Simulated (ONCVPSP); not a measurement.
Cd, ONCV: configuration errors across variants

ONCVPSP 4.0.1 input, shortened (lines: element, Z, core and valence counts, functional; n l f; lmax; l rc ep ncon nbas qcut; lloc lpopt rc5 dvloc0; l nproj debl; icmod fcfact rcfact), Wu-Cohen, scalar-relativistic:

```
  Cd 48.00    6    4  -118130      upf
    1    0    2.00
    2    0    2.00
    2    1    6.00
    3    0    2.00
    3    1    6.00
    3    2   10.00
    4    0    2.00
    4    1    6.00
    4    2   10.00
    5    0    1.00
    2
    0    1.15    0.00    3    8    9.80
    1    0.95    0.00    4    7    7.50
    2    1.20    0.00    4    7    6.80
    4    5    0.65    3.00
    0    3    0.50
    1    3    2.70
    2    2    1.80
    1    0.75    0.00
```

In the p channel the program set the typed energies aside and used -2.786, 0.250, 2.950 Ha.

All-electron excitation energies from the reference (eV): (1) 4s2 4p6 4d10 5s2 -9.314; (2) 4s2 4p6 4d10 5s0 17.092; (3) 4s2 4p6 4d9 5s0 55.114; (4) 4s2 4p6 4d9 5s2 8.663.

2 further variants failed, have other tests or another functional or relativity, and are left out.

A true bound ghost makes a file unfit for plane-wave use even where its test errors are small: the radial tests pick states by their node count and pass the ghost by.

Errors AE − PS in meV (a dash: test not solved or not reliable):

```csv
change,(1),(2),(3),(4),bound ghosts,GHOST(+) flags above zero
base,+1.4,-3.0,-6.9,+0.1,p,"s, p, d"
"local potential polynomial inside 0.60 bohr (lpopt 5, dvloc0 0 Ha)",+1.3,-2.8,-6.7,-0.1,"s, p","p, d"
"core correction Teter function, fcfact 5.75, rcfact 1.4",+1.4,-3.0,-7.0,+0.1,p,"s, p, d"
"d: ncon 5, nbas 8",+1.4,-3.0,-7.3,-0.4,p,"s, p"
```

Task: Give the same row for: local potential polynomial inside 0.65 bohr (lpopt 5, dvloc0 7 Ha).

Result: +1.3, -2.9, -6.7, +0.1; bound ghosts: p; GHOST(+) flags above zero: s, p, d.
